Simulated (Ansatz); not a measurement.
Harmonic frequencies (cm⁻¹) at PBE0-D4/def2-TZVP from Ansatz: 193, 225, 225, 300, 300, 356, 360, 360, 440, 458, 458, 467, 508, 508, 512.

Which molecule is it?
A. `s1p2sp3p1p3s2`
B. `FC(Cl)C(F)(F)Br`
C. `FC(F)(F)C(F)(F)Br`
D. `IP(I)I`

A.
